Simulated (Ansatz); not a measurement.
Geometry optimisation, Ansatz 0.2.0, RKS PBE0/STO-3G.

The input (input.yaml):

```yaml
crystal:
  periodic: [false, false, false]
  atoms:
    - { symbol: Si, position_ang: [0.0, 0.0, 0.0] }
    - { symbol: Cl, position_ang: [0.0, 0.0, 2.13] }
    - { symbol: H, position_ang: [1.3768, 0.0, -0.4862] }
    - { symbol: O, position_ang: [-0.7913, 1.3709, -0.5594] }
    - { symbol: Si, position_ang: [-2.4002, 1.4263, -1.0396] }
    - { symbol: H, position_ang: [-3.2124, 0.6421, -0.1138] }
    - { symbol: H, position_ang: [-2.862, 2.8114, -1.0378] }
    - { symbol: H, position_ang: [-2.5267, 0.8736, -2.385] }
    - { symbol: O, position_ang: [-0.7913, -1.3709, -0.5594] }
    - { symbol: Si, position_ang: [-1.673, -2.4329, 0.3983] }
    - { symbol: H, position_ang: [-1.2634, -2.287, 1.792] }
    - { symbol: H, position_ang: [-3.0964, -2.1323, 0.2761] }
    - { symbol: H, position_ang: [-1.4264, -3.8036, -0.0398] }
basis:
  gaussian: { orbitals: STO-3G }
hamiltonian:
  xc: pbe0
relax:
  f_tol: 0.02
  max_steps: 40
```

Run as:

```bash
$ ansatz run input.yaml --threads 1 --pin off --max-ram 2048MiB --backend cpu --events-out ev --progress --plain --runs-dir out
```

**Question.** Where does it end, and by what steps?

**Answer.** It converged. The force dipped under the threshold on the way, but the program's further checks kept it going. Limits of this set-up: minimal basis. After 26 steps the energy has fallen by 0.263 eV; H11 moved furthest, 1.97 Å.

| step | energy less start (eV) | largest force component (eV/Å) | accepted |
| --- | --- | --- | --- |
| 0 | 0.0000 | 1.177 | yes |
| 1 | -0.1151 | 0.483 | yes |
| 2 | -0.1322 | 0.214 | yes |
| 3 | -0.1404 | 0.138 | yes |
| 4 | -0.1468 | 0.083 | yes |
| 5 | -0.1627 | 0.163 | yes |
| 6 | -0.1694 | 0.173 | yes |
| 7 | -0.1802 | 0.226 | yes |
| 8 | -0.1886 | 0.276 | yes |
| 9 | -0.1971 | 0.327 | yes |
| 10 | -0.2141 | 0.024 | yes |
| 11 | -0.2193 | 0.103 | yes |
| 12 | -0.2193 | 0.276 | yes |
| 13 | -0.2267 | 0.084 | yes |
| 14 | -0.2356 | 0.074 | yes |
| 15 | -0.2397 | 0.237 | yes |
| 16 | -0.2460 | 0.124 | yes |
| 17 | -0.2527 | 0.050 | yes |
| 18 | -0.2549 | 0.198 | yes |
| 19 | -0.2579 | 0.065 | yes |
| 20 | -0.2597 | 0.011 | yes |
| 21 | -0.2609 | 0.112 | yes |
| 22 | -0.2619 | 0.039 | yes |
| 23 | -0.2624 | 0.045 | yes |
| 24 | -0.2628 | 0.017 | yes |
| 25 | -0.2629 | 0.031 | yes |
| 26 | -0.2629 | 0.009 | yes |

```xyz
13
Properties=species:S:1:pos:R:3
Si -0.488 0.013 0.253
Cl -1.078 0.516 2.237
H 0.927 -0.285 0.333
O -0.705 1.308 -0.758
Si -2.273 1.692 -1.308
H -3.249 1.648 -0.240
H -2.184 3.032 -1.838
H -2.681 0.787 -2.361
O -1.444 -1.233 -0.293
Si -1.379 -2.765 0.445
H -0.008 -3.209 0.593
H -2.011 -2.748 1.747
H -2.092 -3.660 -0.436
```

Time of the run: 3.3 min on 1 thread of Arm Neoverse N1, on a shared host, peak memory 0.15 GiB.
